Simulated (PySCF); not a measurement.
Spinor energies of Tl⁶¹⁺ (thallium, charge +61)

Start: [Ar] 3d2; 3d3/2 filled at m_j = +1/2, +3/2. Calculated with PySCF 2.14 in an even-tempered Gaussian basis (15 s from 19 bohr⁻², ratio 2.8; 12 p from 25 bohr⁻², ratio 2.8; 8 d from 25 bohr⁻², ratio 2.8; 3 f from 79 bohr⁻², ratio 3): generalised Hartree-Fock with the X2C-1e Hamiltonian and a Gaussian nucleus; one run each with spin-orbit coupling (SO) switched off, then screened by Boettger's factors.

```
spinor shell  electrons  ε, spin-free (eV)  ε, screened SO (eV)  weight of nominal j (screened SO)  rms radius, screened SO (bohr)
       1s1/2          2           -90582.5             -90543.1                              1.000                          0.0184
       2s1/2          2           -19904.5             -19890.2                              1.000                          0.0737
       2p1/2          2           -17771.4             -19288.6                              1.000                          0.0623
       2p3/2          4           -17771.4             -17176.6                              1.000                          0.0701
       3s1/2          2            -7650.5              -7645.9                              1.000                           0.181
       3p1/2          2            -7011.9              -7408.2                              1.000                           0.172
       3p3/2          4            -7011.9              -6852.8                              1.000                           0.186
       3d3/2          2            -6501.6              -6565.8                              0.999                           0.158
```

| quantity | spin-free | screened SO |
| --- | --- | --- |
| E (hartree) | -16339.47062 | -16378.14219 |
| M_J | 2 | 2 |
| ⟨J²⟩ | 8.000 | 6.005 |
| ⟨L²⟩ | 12.000 | 10.099 |
| ⟨S²⟩ | 2.000 | 1.556 |

Each row is a mean over spinors that exchange with the open shell spreads, by up to 38.090 eV (3p1/2).

Breit and QED terms are absent; they matter most for the inner s and p1/2 levels.

Densities and radii are taken from the X2C orbitals without a picture-change correction, which distorts them close to the nucleus.

Without spin-orbit coupling the j labels of p, d and f shells carry no meaning; the spin-free column gives the mean over the occupied spinors of each nl shell, and its ⟨J²⟩ belongs to a mixture of degenerate components.
